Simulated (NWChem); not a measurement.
System: B3H2O3, doublet; SMILES [B]1OBOBO1

Computed with NWChem. Spin-unrestricted. In the optimisation the excess spin sits in a1 (C2v, its own frame). All runs use the structure optimised with B3LYP/6-31G* (spherical d), spin-unrestricted. No stability test was run on the SCF state. Level PBE/def2-SVP: energy and gradient; each run changes one setting, and changes count from the defaults (medium grid, exact Coulomb integrals, symmetry on).

### Question
Which setting moves the energy most, and by about how much (Becke weights; symmetry off; defaults; coarse grid)?

### Answer
coarse grid, by about 90 μHa.
| setting | size of the energy change (μHa) | largest change of a gradient component (μHa/bohr) | time, defaults = 1 (rough) |
|---|---|---|---|
| defaults | < 10 | < 30 | about 1 |
| coarse grid | 90 | 200 | about 1 |
| symmetry off | < 10 | other frame | 2 |
| Becke weights | 20 | 100 | about 1 |
